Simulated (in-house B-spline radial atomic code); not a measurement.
**Ionising Ru6+ with different functionals**

Computed with a B-spline radial code for spherical atoms: four-component Dirac-Coulomb Hamiltonian, Fermi nucleus of rms radius 4.4809 fm, spin-restricted, spherical fractional occupations for the functionals. The ionisation energy is the difference of two self-consistent energies, [Kr] 4d2 → [Kr] 4d1, without Breit or QED terms; ε is the level of the shell that loses the electron (mean over j). The electron is taken from both j subshells in proportion to 2j + 1, so the result is a j average, not the step between ground levels.

Hybrids are left out here: with spherical fractional occupations of an open shell their exact exchange keeps a self-interaction that integer-occupation calculations don't have.

```json
{"method": "LDA VWN5", "rung": "LDA", "ΔSCF (eV)": "93.03", "-ε(4d) (eV)": "84.34"}
{"method": "relativistic LDA", "rung": "LDA", "ΔSCF (eV)": "93.06", "-ε(4d) (eV)": "84.36"}
{"method": "LDA PW92", "rung": "LDA", "ΔSCF (eV)": "93.03", "-ε(4d) (eV)": "84.33"}
{"method": "LDA exchange-only", "rung": "LDA", "ΔSCF (eV)": "91.24", "-ε(4d) (eV)": "82.56"}
{"method": "PBE", "rung": "GGA", "ΔSCF (eV)": "92.84", "-ε(4d) (eV)": "84.15"}
{"method": "PBEsol", "rung": "GGA", "ΔSCF (eV)": "92.81", "-ε(4d) (eV)": "84.12"}
{"method": "BLYP", "rung": "GGA", "ΔSCF (eV)": "92.69", "-ε(4d) (eV)": "83.99"}
{"method": "RPBE", "rung": "GGA", "ΔSCF (eV)": "92.82", "-ε(4d) (eV)": "84.12"}
{"method": "PW91", "rung": "GGA", "ΔSCF (eV)": "92.94", "-ε(4d) (eV)": "84.24"}
{"method": "BP86", "rung": "GGA", "ΔSCF (eV)": "92.89", "-ε(4d) (eV)": "84.19"}
{"method": "AM05", "rung": "GGA", "ΔSCF (eV)": "92.83", "-ε(4d) (eV)": "84.13"}
{"method": "OLYP", "rung": "GGA", "ΔSCF (eV)": "93.19", "-ε(4d) (eV)": "84.46"}
```

How do they compare with the NIST value?

NIST lists 93 eV ± 2 (tabulated theory, ground level to ground level). Errors run from -1.76 to +0.19 eV; all lie within about twice that uncertainty, so the table can't rank the methods.
